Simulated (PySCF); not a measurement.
## Correlation energy of Ge (germanium, neutral)

[Ar] 3d10 4s2 4p2, high-spin 3P determinant. Calculation: PySCF 2.14, in aug-cc-pVQZ-PP with ECP10MDF (7s6p5d3f2g, 89 functions); a scalar-relativistic core potential. Frozen: 3s2 3p6 3d10; 4 electrons correlated.

```csv
level,correlation energy (mhartree)
CCSD,-67.00
(T),-2.10
CCSD(T),-69.10
```

Diagnostics: T1 = 0.0095, D1 = 0.0246, largest double amplitude 0.063.

Cost of the coupled-cluster step: roughly 25 core-seconds, for 4 correlated electrons.
